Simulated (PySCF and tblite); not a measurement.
Values are calculated unless marked as measured or tabulated.
C6H7F, numbered as in [F:1][CH2:2][C:3]1=[CH:4][CH2:5][CH:6]=[CH:7]1. The ensemble was built from 60 distance-geometry starts (ETKDG and KDG, MMFF94s, GFN2-xTB) and rests on GFN2-xTB geometries. Weights use revPBE-D3(BJ)/def2-SVP (IEF-PCM, dichloromethane) energies plus GFN2-xTB zero-point and thermal terms (modes under about 100 cm⁻¹ blended into free rotors). Symmetry numbers and mirror images are counted. Conformers within 2.5 kcal/mol (GFN2-xTB free energy) were kept, 6 at most. GIAO shieldings: mPW1PW91/pcSseg-1 (IEF-PCM, dichloromethane). Shifts are against TMS (¹H), TMS (¹³C) at the same level. Codes: tblite and PySCF.

Torsions listed: F1–C2–C3–C4. The 5-ring runs over atoms 3–4–5–6–7. Of a mirror pair one member is shown.

| conformer | shape | point group | mirror pair | ΔE(DFT) | Δ(G−E) at 250 K | δ C4 (ppm) |
| --- | --- | --- | --- | --- | --- | --- |
| 1 | 5-ring flat; 0° | Cs | no | 0.00 | 0.00 | 133.9 |
| 2 | 5-ring flat; -124° | C1 | yes | 0.15 | -0.04 | 143.1 |

Energies in kcal/mol; the thermal term leaves out symmetry numbers and mirror images.

Work out the weights at 250 K and the ¹³C shift of C4 under fast exchange.

RT = 0.497 kcal/mol. Each conformer gets RT ln(σ/g), with σ the rotational symmetry number and g = 2 for a mirror pair: 1: σ = 1, g = 1, G = 0.00 + 0.00 + 0.00 = 0.00, 0.23 above the lowest, exp(−ΔG/RT) = 0.626; 2: σ = 1, g = 2, G = 0.15 − 0.04 − 0.34 = -0.23, 0.00 above the lowest, exp(−ΔG/RT) = 1.000. The sum is 1.626, so the weights are 38.5, 61.5 %. The averaged shift is 139.5 ppm. At 298.15 K it is 139.7 ppm. At 298.15 K the leading conformer alone gives 143.1 ppm and bare DFT energies give 137.9 ppm.

The minima are those of GFN2-xTB; planar forms about aryl–S or allylic bonds may be saddles in DFT.
